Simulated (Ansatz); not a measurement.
`[NH2][Ge][Cl]` + H₂S → `[SH][Ge][Cl]` + NH₃ at 298.15 K and 1 bar (ligand exchange at a Ge–N bond).

Calculated with Ansatz (gas phase, PBE0-D4/def2-TZVP geometries, no zero-point term in ΔE). CCSD(T)/CBS adds triple-zeta CCSD(T) − MP2 to the extrapolated MP2 energy (def2 sets, frozen cores). This one scheme is used for every species. For Ge outer-core shells are correlated without core-valence functions, which leaves a few kJ/mol of doubt a bond. Scalar relativity is left out up to krypton. One conformer a species, not always the lowest.

| species | CCSD(T)/CBS energy (Eh) | H − E (kJ/mol) | S (J/(mol·K)) |
| --- | --- | --- | --- |
| `[NH2][Ge][Cl]` | -2591.85675 | 84.5 | 296.7 |
| H₂S | -398.97279 | 49.9 | 205.7 |
| `[SH][Ge][Cl]` | -2934.32884 | 42.2 | 307.8 |
| NH₃ | -56.50880 | 100.5 | 192.4 |

H − E and S are ideal-gas, rigid-rotor, harmonic terms from PBE0-D4/def2-TZVP, for one conformer and one mirror image of each species. 1 Eh = 2625.50 kJ/mol, R = 8.31446 J/(mol·K).

Task: By hand: ΔE, ΔH, ΔS and ΔG.

Result: ΔE = (-2934.32884) + (-56.50880) − (-2591.85675) − (-398.97279) = -0.00810 Eh = -21.3 kJ/mol. Δ(H − E) = 42.2 + 100.5 − 84.5 − 49.9 = 8.3, so ΔH = -13.0 kJ/mol. ΔS = 307.8 + 192.4 − 296.7 − 205.7 = -2.2 J/(mol·K). ΔG = -13.0 − 298.15 × (-2.2)/1000 = -12.3 kJ/mol.

Task: By hand: the equilibrium constant, and the temperature at which ΔG would vanish if ΔH and ΔS stayed fixed.

Result: log₁₀ K = −ΔG/(RT ln 10) = 2.2. ΔG = 0 at ΔH/ΔS = 5909 K, far beyond where these terms or the molecules hold.

The number of gas molecules stays the same, so ΔS is small and ΔH decides. A doubt of 5 kJ/mol in ΔE shifts log₁₀ K by 0.9 here. Other conformers and mirror images would add mixing entropy, several J/(mol·K) or more a flexible species. These are equilibria of isolated gas molecules and say nothing of rates. Largest T1 diagnostic: 0.014 (customary marks: 0.02 for closed shells, 0.045 for open ones).
